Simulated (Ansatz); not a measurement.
Ansatz (a program for electronic structure) input:

Ansatz 0.2 input:
```yaml
crystal:
  periodic: [false, false, false]
  atoms:
    - {symbol: Te, position_ang: [0.00000000, 0.00000000, 0.00000000]}
    - {symbol: Cl, position_ang: [0.00000000, 0.00000000, 2.60950906]}
    - {symbol: Cl, position_ang: [-0.00000000, -0.00000000, -2.60950906]}
basis:
  gaussian:
    orbitals: def2-TZVPD
hamiltonian:
  xc: {name: B2GP-PLYP}
total_charge: -1
magnetization: {spin_polarized: true, initial_magnetization: 1}
correlation: {electrons: outside_noble_gas}
```

Task: Predict the final energy.

Result: -1187.87339 Eh (B2GP-PLYP/def2-TZVPD). The basis has 151 functions.
